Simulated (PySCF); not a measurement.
A geometry optimisation, step by step.

CH₃BFN.
Bonds: C1–N2 (triple), N2–B3, B3–F4. Hydrogens: H5 on C1; H6, H7 on B3.
Bond orders are those of one Lewis drawing.

Method: PBE0-D3(BJ)/def2-SVP geometry optimisation, gas phase in PySCF 2.14.0; density fitting, grid level 1; the optimiser is geomeTRIC in internal coordinates, started from a GFN2-xTB structure with every atom displaced at random (about 0.01 Å). The frame can shift and turn from step to step; on so coarse a grid that alone can change the energy by a few meV, and forces under 0.02 eV/Å are noise.

Step 0: E = -5957.6614 eV, largest atomic force 2.699 eV/Å
```
atom  x, y, z in Å  |  force x, y, z in eV/Å
C1      1.291    0.165   -0.928   -1.774  -0.287   1.573
N2      0.441    0.009   -0.161    2.159   0.160  -1.612
B3     -0.736   -0.145    0.772   -0.195   0.203   0.822
F4     -1.721    0.577    0.194   -1.464   0.790  -0.700
H5      2.039    0.337   -1.647    0.948   0.150  -0.804
H6     -0.355    0.345    1.806    0.378   0.011   0.593
H7     -0.925   -1.316    0.812   -0.052  -1.028   0.128
```

Step 1: E = -5957.7051 eV, largest atomic force 2.548 eV/Å
```
atom  x, y, z in Å  |  force x, y, z in eV/Å
C1      1.169    0.367   -1.002    1.902   0.278  -1.672
N2      0.538   -0.060   -0.162   -1.492  -0.018   1.111
B3     -0.701   -0.241    0.834   -0.383  -0.123   0.124
F4     -1.723    0.493    0.225    0.394  -0.278   0.220
H5      1.866    0.649   -1.791   -0.333   0.063   0.221
H6     -0.261    0.224    1.879   -0.024   0.037   0.004
H7     -0.861   -1.457    0.866   -0.064   0.042  -0.008
```

Step 2: E = -5957.7650 eV, largest atomic force 0.764 eV/Å
```
atom  x, y, z in Å  |  force x, y, z in eV/Å
C1      1.197    0.362   -1.020    0.110  -0.517   0.365
N2      0.519   -0.030   -0.178   -0.033   0.574  -0.503
B3     -0.709   -0.244    0.841   -0.232  -0.058   0.113
F4     -1.739    0.478    0.255    0.131  -0.107   0.089
H5      1.892    0.644   -1.799   -0.053   0.098  -0.023
H6     -0.268    0.223    1.885    0.037   0.011  -0.006
H7     -0.866   -1.459    0.866    0.039  -0.001  -0.034
```

Step 3: E = -5957.8000 eV, largest atomic force 0.926 eV/Å
```
atom  x, y, z in Å  |  force x, y, z in eV/Å
C1      1.218    0.349   -1.027   -0.421  -0.442   0.697
N2      0.486    0.015   -0.203    0.334   0.432  -0.660
B3     -0.723   -0.241    0.845    0.022  -0.039   0.070
F4     -1.777    0.460    0.299   -0.073   0.019   0.009
H5      1.925    0.626   -1.793    0.074   0.065  -0.092
H6     -0.259    0.223    1.882    0.019  -0.006  -0.003
H7     -0.844   -1.459    0.846    0.046  -0.029  -0.020
```

Step 4: E = -5957.8229 eV, largest atomic force 0.404 eV/Å
```
atom  x, y, z in Å  |  force x, y, z in eV/Å
C1      1.234    0.335   -1.029   -0.286  -0.060   0.280
N2      0.439    0.078   -0.241    0.150   0.057  -0.201
B3     -0.737   -0.233    0.845    0.175  -0.019   0.007
F4     -1.838    0.434    0.365   -0.150   0.079  -0.035
H5      1.971    0.594   -1.773    0.078  -0.020  -0.035
H6     -0.243    0.223    1.872    0.004  -0.012  -0.006
H7     -0.800   -1.456    0.810    0.029  -0.025  -0.010
```

Step 5: E = -5957.8265 eV, largest atomic force 0.144 eV/Å
```
atom  x, y, z in Å  |  force x, y, z in eV/Å
C1      1.234    0.332   -1.027   -0.064   0.045   0.036
N2      0.420    0.101   -0.254   -0.031  -0.035   0.015
B3     -0.742   -0.227    0.843    0.137   0.005  -0.044
F4     -1.863    0.428    0.389   -0.069   0.034  -0.009
H5      1.994    0.570   -1.758    0.033  -0.037   0.004
H6     -0.236    0.224    1.865   -0.006  -0.006   0.000
H7     -0.781   -1.452    0.792    0.000  -0.007  -0.002
```

Step 6: E = -5957.8278 eV, largest atomic force 0.153 eV/Å
```
atom  x, y, z in Å  |  force x, y, z in eV/Å
C1      1.234    0.331   -1.025    0.057   0.053  -0.058
N2      0.407    0.115   -0.262   -0.109  -0.050   0.095
B3     -0.744   -0.221    0.838    0.061   0.020  -0.060
F4     -1.878    0.428    0.403    0.004   0.000   0.005
H5      2.013    0.545   -1.744   -0.001  -0.025   0.013
H6     -0.232    0.225    1.860   -0.001  -0.001   0.004
H7     -0.772   -1.447    0.779   -0.011   0.002   0.001
```

Step 7: E = -5957.8282 eV, largest atomic force 0.109 eV/Å
```
atom  x, y, z in Å  |  force x, y, z in eV/Å
C1      1.234    0.329   -1.023    0.061   0.021  -0.041
N2      0.402    0.118   -0.264   -0.081  -0.029   0.067
B3     -0.745   -0.217    0.834    0.018   0.021  -0.049
F4     -1.882    0.432    0.405    0.022  -0.008   0.008
H5      2.023    0.528   -1.735   -0.010  -0.007   0.007
H6     -0.231    0.227    1.856    0.001  -0.001   0.006
H7     -0.774   -1.443    0.775   -0.011   0.003   0.003
```

Step 8: E = -5957.8284 eV, largest atomic force 0.030 eV/Å
```
atom  x, y, z in Å  |  force x, y, z in eV/Å
C1      1.236    0.325   -1.020    0.026  -0.012  -0.002
N2      0.401    0.115   -0.263   -0.025  -0.003   0.016
B3     -0.746   -0.212    0.831   -0.005   0.013  -0.021
F4     -1.881    0.441    0.401    0.015  -0.002   0.003
H5      2.030    0.514   -1.728   -0.008   0.006  -0.002
H6     -0.233    0.230    1.854    0.002  -0.002   0.004
H7     -0.781   -1.438    0.774   -0.006   0.001   0.002
```

Step 9: E = -5957.8285 eV, largest atomic force 0.037 eV/Å
```
atom  x, y, z in Å  |  force x, y, z in eV/Å
C1      1.241    0.317   -1.015   -0.007  -0.028   0.024
N2      0.402    0.111   -0.261    0.021   0.014  -0.023
B3     -0.748   -0.207    0.827   -0.013   0.000   0.007
F4     -1.877    0.453    0.393    0.001   0.006  -0.002
H5      2.037    0.502   -1.722   -0.001   0.010  -0.005
H6     -0.235    0.233    1.852    0.001  -0.003   0.000
H7     -0.793   -1.433    0.775   -0.002   0.001   0.000
```

Step 10: E = -5957.8285 eV, largest atomic force 0.080 eV/Å
```
atom  x, y, z in Å  |  force x, y, z in eV/Å
C1      1.249    0.303   -1.008   -0.035  -0.028   0.032
N2      0.405    0.103   -0.258    0.059   0.023  -0.049
B3     -0.752   -0.199    0.822   -0.021  -0.013   0.035
F4     -1.872    0.471    0.381   -0.010   0.011  -0.007
H5      2.047    0.483   -1.713    0.007   0.007  -0.003
H6     -0.240    0.238    1.849   -0.001  -0.001  -0.004
H7     -0.811   -1.424    0.775    0.000   0.001  -0.004
```

Step 11: E = -5957.8285 eV, largest atomic force 0.063 eV/Å
```
atom  x, y, z in Å  |  force x, y, z in eV/Å
C1      1.254    0.296   -1.005   -0.029  -0.015   0.017
N2      0.407    0.100   -0.257    0.049   0.016  -0.036
B3     -0.754   -0.195    0.820   -0.017  -0.014   0.034
F4     -1.870    0.479    0.375   -0.009   0.010  -0.006
H5      2.053    0.476   -1.709    0.009   0.001   0.001
H6     -0.244    0.240    1.849   -0.002   0.000  -0.004
H7     -0.819   -1.421    0.776   -0.001   0.002  -0.005
```

Step 12: E = -5957.8286 eV, largest atomic force 0.021 eV/Å
```
atom  x, y, z in Å  |  force x, y, z in eV/Å
C1      1.254    0.296   -1.006    0.002   0.003  -0.011
N2      0.407    0.102   -0.258    0.006   0.000   0.002
B3     -0.755   -0.196    0.822   -0.012  -0.007   0.015
F4     -1.872    0.478    0.376    0.001   0.006  -0.004
H5      2.054    0.477   -1.710    0.004  -0.005   0.005
H6     -0.244    0.240    1.849   -0.001   0.002  -0.003
H7     -0.818   -1.421    0.775   -0.001   0.001  -0.004
```

Problem. Summarise the path.

Solution. The energy falls by 0.1671 eV from step 0 to step 12; nine tenths of that is first reached at step 4. It never rises by more than 0.2 meV. The largest force goes from 2.699 to 0.021 eV/Å. Among the bonds N2–B3 changes most, from 1.510 to 1.614 Å; the atoms move by 0.091 Å rms after alignment.

The cost below is that of the whole optimisation. Time: 17 s; peak memory 0.31 GiB. Hardware: Arm Neoverse V1, one thread, no GPU, shared host with 32 logical CPUs at a one-minute load of 28.
